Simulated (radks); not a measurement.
The numbers below are computed, except where a source is named.
Task: Species: Sc+. Configuration: [Ar] 3d1 4s1. Level of theory: Dirac Kohn-Sham, OLYP, spin-unpolarised, spherical densities, point nucleus; open shells fill j = l - 1/2 first (a radial shooting solver on a logarithmic mesh with Libxc functionals). Some entries of the table are withheld. Estimate them.

| orbital | occ. | eigenvalue (eV) | <r> (bohr) | r(max) (bohr) |
|---|---|---|---|---|
| 1s1/2 | 2 | -4403.322 | 0.07305 | 0.04781 |
| 2s1/2 | 2 | -482.2856 | 0.3428 | 0.2835 |
| 2p1/2 | 2 | -399.3288 | 0.3054 | (1) |
| 2p3/2 | 4 | -394.6818 | 0.3080 | (2) |
| 3s1/2 | 2 | -62.2427 | 1.073 | (3) |
| 3p1/2 | 2 | (4) | 1.159 | (5) |
| 3p3/2 | 4 | (6) | 1.166 | (7) |
| 3d3/2 | 1 | -9.8355 | 1.672 | 1.088 |
| 3d5/2 | 0 | -9.8017 | 1.676 | 1.090 |
| 4s1/2 | 1 | -9.3359 | 3.430 | 2.939 |

Result: 
(1) 2p1/2 r(max) (bohr): 0.2309
(2) 2p3/2 r(max) (bohr): 0.2330
(3) 3s1/2 r(max) (bohr): 0.9272
(4) 3p1/2 eigenvalue (eV): -41.0754
(5) 3p1/2 r(max) (bohr): 0.9652
(6) 3p3/2 eigenvalue (eV): -40.5682
(7) 3p3/2 r(max) (bohr): 0.9714
